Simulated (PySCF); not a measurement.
# A series of derivatives of C1[SiH2]N[SiH2][SiH2]1

Parent skeleton `[CH2:1]1[SiH2:2][NH:3][SiH2:4][SiH2:5]1`; one hydrogen on atom 4 is replaced by X. Hydrogens on one atom are averaged.

PySCF 2.14.0 with density-fitted response routines calculation with structure optimised with GFN2-xTB and GIAO PBE0/pcSseg-1 shieldings; one averaged value for each set of equivalent atoms, non-relativistic Hamiltonian, one conformer, no solvent.

δ = σ(ref) − σ, references computed at the same level: ¹³C (σ = 186.93 ppm), ²⁹Si (σ = 349.16 ppm), ¹H (σ = 31.72 ppm) vs TMS; NH3 for ¹⁵N (σ = 267.73 ppm).

Parent (X = H): C1 -14.4, Si2 -20.3, N3 12.0, Si4 -49.3, Si5 -75.4, H(C1) 0.21, H(Si2) 5.10, H(Si4) 5.06, H(Si5) 4.18 ppm. Effects are Δδ = δ(X) − δ(H), positive for deshielding.

**Question.** Give Δδ (ppm) for X = iPr, CH2OCH3, NHCHO, OiPr, isopropenyl.

**Answer.** 
```csv
X,SMILES,C1,Si2,N3,Si4,Si5,H(C1),H(Si2),H(Si4),H(Si5)
iPr,CC(C)[Si@H]1N[SiH2]C[SiH2]1,-2.7,+0.4,+16.5,+37.2,-6.1,+0.01,+0.08,+0.14,-0.08
CH2OCH3,COC[Si@H]1N[SiH2]C[SiH2]1,-2.2,+0.6,+14.8,+31.2,-2.2,+0.02,+0.03,+0.14,-0.06
NHCHO,O=CN[Si@@H]1N[SiH2]C[SiH2]1,-0.6,-4.5,+20.2,+20.9,-0.2,-0.09,-0.01,+0.57,-0.02
OiPr,CC(C)O[Si@@H]1N[SiH2]C[SiH2]1,+0.7,-7.3,+37.9,+32.8,-11.4,-0.01,+0.04,+0.39,-0.19
isopropenyl,C=C(C)[Si@@H]1N[SiH2]C[SiH2]1,+0.4,-0.7,+17.4,+27.4,-2.7,+0.02,+0.09,+0.29,-0.06
```

**Question.** Which position responds most, and to which substituents?

**Answer.** N3: from +14.8 ppm with CH2OCH3 to +37.9 ppm with OiPr.

Experimental scales use liquid or dissolved standards, which lie at an offset from isolated NH3 (liquid NH3: subtract about 20 ppm).
